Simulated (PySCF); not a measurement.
HF5Si2 (SMILES F[SiH](F)[Si](F)(F)F), singlet, geometry from GFN2-xTB, with bond 2-1 at 1.4 times its length; PySCF with SA2-CASSCF(4,4)/STO-3G.

PySCF was given this input:
```python
from pyscf import gto, scf, mcscf
import numpy

mol = gto.Mole()
mol.atom = '''
    Si   -1.342653   -0.042573   -0.239103
    F    -2.160686   -1.698844    1.015367
    F    -1.972157    1.239402    0.470963
    Si    0.916299    0.008275   -0.109858
    F     1.648826    0.069982    1.295811
    F     1.544587    1.235593   -0.897760
    F     1.586605   -1.249057   -0.811399
    H    -1.959134   -0.152499   -1.545599
'''
mol.basis = 'sto-3g'
mol.charge = 0
mol.spin = 0
mol.verbose = 4
mol.build()

mf = scf.RHF(mol)
mf.kernel()
mc = mcscf.CASSCF(mf, 4, 4)
mc.fix_spin_(ss=0.0)
mc = mc.state_average_([0.5, 0.5])
mc.kernel()
```

Question: Predict the main parts of the log of this PySCF run.

Answer: 
```
PySCF version 2.14.0

[INPUT] verbose = 4
[INPUT] num. atoms = 8
[INPUT] num. electrons = 74
[INPUT] charge = 0
[INPUT] spin (= nelec alpha-beta = 2S) = 0
[INPUT] symmetry False subgroup None
[INPUT] Mole.unit = angstrom
[INPUT] Symbol           X                Y                Z      unit          X                Y                Z       unit  Magmom
[INPUT]  1 Si    -1.342653000000  -0.042573000000  -0.239103000000 AA   -2.537246450326  -0.080451310301  -0.451839185562 Bohr   0.0
[INPUT]  2 F     -2.160686000000  -1.698844000000   1.015367000000 AA   -4.083104781182  -3.210349888361   1.918765545921 Bohr   0.0
[INPUT]  3 F     -1.972157000000   1.239402000000   0.470963000000 AA   -3.726836604644   2.342130338238   0.889991084804 Bohr   0.0
[INPUT]  4 Si     0.916299000000   0.008275000000  -0.109858000000 AA    1.731554158213   0.015637483681  -0.207601532592 Bohr   0.0
[INPUT]  5 F      1.648826000000   0.069982000000   1.295811000000 AA    3.115829567062   0.132246813649   2.448727899199 Bohr   0.0
[INPUT]  6 F      1.544587000000   1.235593000000  -0.897760000000 AA    2.918846405564   2.334932371430  -1.696520525590 Bohr   0.0
[INPUT]  7 F      1.586605000000  -1.249057000000  -0.811399000000 AA    2.998248917866  -2.360375643971  -1.533321887746 Bohr   0.0
[INPUT]  8 H     -1.959134000000  -0.152499000000  -1.545599000000 AA   -3.702226701324  -0.288181344270  -2.920758808402 Bohr   0.0

nuclear repulsion = 484.790486739626
number of shells = 26
number of NR pGTOs = 132
number of NR cGTOs = 44
basis = sto-3g
ecp = {}

******** <class 'pyscf.scf.hf.RHF'> ********
method = RHF
initial guess = minao
damping factor = 0
level_shift factor = 0
DIIS = <class 'pyscf.scf.diis.CDIIS'>
diis_start_cycle = 1
diis_space = 8
diis_damp = 0
SCF conv_tol = 1e-09
SCF conv_tol_grad = None
SCF max_cycles = 50
direct_scf = True
direct_scf_tol = 1e-13
Set gradient conv threshold to 3.16228e-05
Initial guess from minao.
init E= -1061.6009515856
  HOMO = -0.448030654264272  LUMO = -0.0876631568599518  gap/eV = 9.80610
cycle= 1 E= -1061.60161517071  delta_E= -0.000664  |g|= 0.74  |ddm|= 3.27
  HOMO = -0.0757052592725513  LUMO = 0.153002099383692  gap/eV = 6.22344
cycle= 2 E= -1061.9067310105  delta_E= -0.305  |g|= 0.328  |ddm|= 2.15
  HOMO = -0.290702517487956  LUMO = 0.190463713279028  gap/eV = 13.09320
cycle= 3 E= -1061.95562684778  delta_E= -0.0489  |g|= 0.0543  |ddm|= 0.645
  HOMO = -0.293121309286154  LUMO = 0.215101110616962  gap/eV = 13.82944
cycle= 4 E= -1061.95788784962  delta_E= -0.00226  |g|= 0.0169  |ddm|= 0.144
  HOMO = -0.298113107362864  LUMO = 0.212973427847081  gap/eV = 13.90737
cycle= 5 E= -1061.95811989507  delta_E= -0.000232  |g|= 0.00312  |ddm|= 0.0523
  HOMO = -0.296476699962202  LUMO = 0.212432263561582  gap/eV = 13.84812
cycle= 6 E= -1061.95812907946  delta_E= -9.18e-06  |g|= 0.000675  |ddm|= 0.0103
  HOMO = -0.296670746252214  LUMO = 0.212788654492409  gap/eV = 13.86310
cycle= 7 E= -1061.95812961916  delta_E= -5.4e-07  |g|= 0.000303  |ddm|= 0.00216
  HOMO = -0.296718242085934  LUMO = 0.212790448082922  gap/eV = 13.86444
cycle= 8 E= -1061.95812979526  delta_E= -1.76e-07  |g|= 0.000165  |ddm|= 0.0013
  HOMO = -0.296709011270813  LUMO = 0.212766448448964  gap/eV = 13.86353
cycle= 9 E= -1061.95812986917  delta_E= -7.39e-08  |g|= 4.38e-05  |ddm|= 0.00125
  HOMO = -0.296714480014648  LUMO = 0.212779055150055  gap/eV = 13.86403
cycle= 10 E= -1061.95812987368  delta_E= -4.51e-09  |g|= 9.37e-06  |ddm|= 0.000341
  HOMO = -0.296715798858123  LUMO = 0.21277778548542  gap/eV = 13.86403
cycle= 11 E= -1061.95812987379  delta_E= -1.11e-10  |g|= 2.12e-06  |ddm|= 4.47e-05
  HOMO = -0.296715338068361  LUMO = 0.212777987961317  gap/eV = 13.86402
Extra cycle  E= -1061.95812987379  delta_E= -3.64e-12  |g|= 9.36e-07  |ddm|= 4.79e-06
converged SCF energy = -1061.95812987379

******** <class 'pyscf.mcscf.addons.StateAverageCASSCF'> ********
CAS (2e+2e, 4o), ncore = 35, nvir = 5
max_cycle_macro = 50
max_cycle_micro = 4
conv_tol = 1e-07
conv_tol_grad = None
orbital rotation max_stepsize = 0.02
orbital rotation threshold for CI restart = 0.01
augmented hessian ah_max_cycle = 30
augmented hessian ah_conv_tol = 1e-12
augmented hessian ah_linear dependence = 1e-14
augmented hessian ah_level shift = 1e-08
augmented hessian ah_start_tol = 2.5
augmented hessian ah_start_cycle = 3
augmented hessian ah_grad_trust_region = 3
kf_trust_region = 3
kf_interval = 4
ci_response_space = 4
ci_grad_trust_region = 3
with_dep4 0
natorb = False
canonicalization = True
sorting_mo_energy = False
ao2mo_level = 2
internal_rotation = False
******** <class 'pyscf.mcscf.addons.StateAverageSpinPenaltyFCISolver'> ********
max. cycles = 50
conv_tol = 1e-08
davidson only = True
linear dependence = 1e-12
level shift = 0.001
max iter space = 12
nroots = 2
pspace_size = 400
spin = None
State-average over 2 states with weights [0.5, 0.5]
CASCI E = -1061.84545028205  S^2 = 0.0000000
Set conv_tol_grad to 0.000316228
macro iter   1 ( 21 JK    4 micro), CASSCF E = -1061.86926518190  dE = -2.38148999e-02  S^2 = 0.0000000
               |grad[o]|=0.105  |ddm|=0.0859  |maxRot[o]|= 0.27
macro iter   2 ( 18 JK    4 micro), CASSCF E = -1061.87196084007  dE = -2.69565817e-03  S^2 = 0.0000000
               |grad[o]|=0.0333  |ddm|=0.0273  |maxRot[o]|=0.255
macro iter   3 ( 14 JK    4 micro), CASSCF E = -1061.87204404663  dE = -8.32065505e-05  S^2 = 0.0000000
               |grad[o]|=0.00318  |ddm|=0.00477  |maxRot[o]|=0.0178
macro iter   4 (  8 JK    2 micro), CASSCF E = -1061.87204556462  dE = -1.51799600e-06  S^2 = 0.0000000
               |grad[o]|=0.00035  |ddm|=0.000734  |maxRot[o]|=0.00257
macro iter   5 (  3 JK    1 micro), CASSCF E = -1061.87204558031  dE = -1.56919668e-08  S^2 = 0.0000000
               |grad[o]|=2.96e-05  |ddm|=9.5e-05  |maxRot[o]|=0.000221
1-step CASSCF converged in   5 macro ( 64 JK  15 micro) steps
CASSCF canonicalization
Density matrix diagonal elements [1.5583195  1.67345356 0.74040198 0.02782495]
CASSCF energy = -1061.87204558031
CASCI E = -1061.87204558031  E(CI) = -3.08404021128172  S^2 = 0.0000000
CASCI state-averaged energy = -1061.87204558031
CASCI energy for each state
  State 0 weight 0.5  E = -1062.03428154361 S^2 = 0.0000000
  State 1 weight 0.5  E = -1061.70980961702 S^2 = 0.0000000
```
